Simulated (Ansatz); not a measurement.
Method: Ansatz (a quantum-chemistry and plane-wave program) with frozen-core CCSD(T)/cc-pVTZ // PBE0-D3(BJ)/def2-TZVP.

Ansatz 0.2 input:
```yaml
crystal:
  periodic: [false, false, false]
  atoms:
    - { symbol: C, position_ang: [-1.482931, 0.079393, 0.040044] }
    - { symbol: C, position_ang: [-0.039094, 0.130599, -0.059418] }
    - { symbol: C, position_ang: [1.163128, 0.164545, -0.143328] }
    - { symbol: S, position_ang: [2.828728, 0.360175, -0.251215] }
    - { symbol: H, position_ang: [-1.894029, -0.666798, -0.644635] }
    - { symbol: H, position_ang: [-1.808746, -0.170854, 1.052939] }
    - { symbol: H, position_ang: [-1.917465, 1.046672, -0.225896] }
    - { symbol: H, position_ang: [3.150406, -0.943732, -0.342185] }
basis:
  gaussian: { orbitals: cc-pVTZ }
correlation:
  method: ccsd_t
```

Output:

```
Functional definition: HF
1022 factors; integrals over basis functions are off by at most 1.1e-3 eV
mean field evaluation 1: about -13968.8658 eV, gradient 2.9e1 eV
mean field evaluation 2: about -13969.1974 eV, gradient 2.9e1 eV
mean field evaluation 4: about -13971.7435 eV, gradient 4.7e0 eV
mean field evaluation 8: about -13971.8192 eV, gradient 3.5e-1 eV
mean field evaluation 16: about -13968.8625 eV, gradient 2.9e1 eV
mean field -13971.82006058 eV, -513.4549167865 hartree, gradient 1.8e-6 eV, S^2 0.000000; 0 other end points of the search recorded, 0 dependent functions left out
8 core orbitals not correlated
reference -13971.82006058 eV, -513.4549167865 hartree; 11, 11 occupied and 161, 161 virtual orbitals, 1022 factors
second order -17.73360361 eV of doubles, -0.00000000 eV of singles
cycle   1  -17.99428050 eV  change   -2.6e-1 eV  update   1.0e-1
cycle   2  -18.50457702 eV  change   -5.1e-1 eV  update   3.1e-2
cycle   3  -18.60730155 eV  change   -1.0e-1 eV  update   1.4e-2
cycle   4  -18.60609851 eV  change    1.2e-3 eV  update   3.9e-3
cycle   5  -18.60788786 eV  change   -1.8e-3 eV  update   1.6e-3
cycle   6  -18.60808867 eV  change   -2.0e-4 eV  update   4.5e-4
cycle   7  -18.60808384 eV  change    4.8e-6 eV  update   1.5e-4
cycle   8  -18.60811853 eV  change   -3.5e-5 eV  update   6.0e-5
cycle   9  -18.60810944 eV  change    9.1e-6 eV  update   2.4e-5
perturbative correction -0.91677914 eV, -0.0336910118 hartree
Total energy: -13991.34494916 eV, -514.1724432072 hartree
```

Cost: about 40 core-seconds (a rough figure).
